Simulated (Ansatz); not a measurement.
A structure relaxed at PBE-D4/def2-SVP in Ansatz, charge 0, singlet:

```
atom    x (Å)    y (Å)    z (Å)
  C1  -2.0413  -0.9995  -6.6763
  C2  -1.4091  -1.1537  -5.3093
  O3  -0.3225  -0.7032  -4.9971
  S4  -2.4434  -2.0945  -4.1634
  C5  -1.3738  -2.0123  -2.6845
  C6  -1.4870  -0.6924  -1.9231
  C7  -0.5988  -0.6628  -0.6764
  C8  -0.6759   0.6845   0.0541
  N9   0.1391   0.7478   1.2483
 C10   1.4801   1.1159   1.2936
 C11   2.3236   1.5399   0.2522
 C12   3.6466   1.8680   0.5791
 C13   4.1239   1.7739   1.9059
 C14   3.2819   1.3441   2.9394
 C15   1.9492   1.0075   2.6411
 C16   0.8300   0.5334   3.4300
 C17   0.6533   0.2310   4.7923
 C18  -0.5957  -0.2244   5.2332
 C19  -1.6672  -0.3816   4.3255
 C20  -1.5204  -0.0879   2.9627
 C21  -0.2675   0.3756   2.5254
 H22  -1.3455  -0.4504  -7.3367
 H23  -2.9989  -0.4459  -6.5975
 H24  -2.2710  -1.9933  -7.1107
 H25  -0.3342  -2.1759  -3.0351
 H26  -1.6709  -2.8774  -2.0569
 H27  -2.5484  -0.5162  -1.6410
 H28  -1.1977   0.1336  -2.6071
 H29   0.4586  -0.8595  -0.9569
 H30  -0.8910  -1.4731   0.0270
 H31  -1.7260   0.9067   0.3389
 H32  -0.3623   1.5048  -0.6257
 H33   1.9680   1.6097  -0.7863
 H34   4.3280   2.2027  -0.2181
 H35   5.1690   2.0388   2.1254
 H36   3.6560   1.2684   3.9720
 H37   1.4878   0.3506   5.5002
 H38  -0.7468  -0.4653   6.2961
 H39  -2.6387  -0.7454   4.6938
 H40  -2.3610  -0.2219   2.2660
```

**Question.** Give its formula, name or SMILES.

**Answer.** `CC(=O)SCCCCn1c2ccccc2c2ccccc21`.

**Question.** Summarise the bond lengths by kind (pairs closer than 1.2 times the sum of covalent radii, bridged metal pairs left out).

**Answer.** 17 × C–C 1.40 to 1.53 Å; 3 × C–N 1.39 to 1.45 Å; 2 × C–S 1.81 to 1.83 Å; 1 × C–O 1.22 Å; 19 × C–H 1.10 to 1.11 Å.
